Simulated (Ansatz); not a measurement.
Potential energy surface of H₃Si (cation, charge +1), singlet: umbrella (inversion) coordinate, bond length relaxed. Scanned: angle between the Si-H bonds and the threefold axis (90 = planar). Other coordinates (Si-H bond length) were minimised at B3LYP/def2-TZVP.

The free coordinates were minimised at B3LYP/def2-TZVP in PySCF; the energy column is full CI/cc-pVDZ, frozen core (Ansatz, an electronic-structure program), in kJ/mol.

```csv
a / °,Si-H bond length / Å,E
90,1.468,0.0
93.23,1.468,2.4
95.43,1.468,6.8
99.66,1.470,21.5
102.48,1.472,35.9
104.93,1.474,51.5
108.65,1.477,80.4
111.74,1.481,109.6
114.26,1.484,136.8
116.54,1.488,164.1
119.63,1.493,205.4
122.99,1.500,256.2
125.51,1.505,298.4
128.49,1.513,353.0
132,1.522,424.1
```
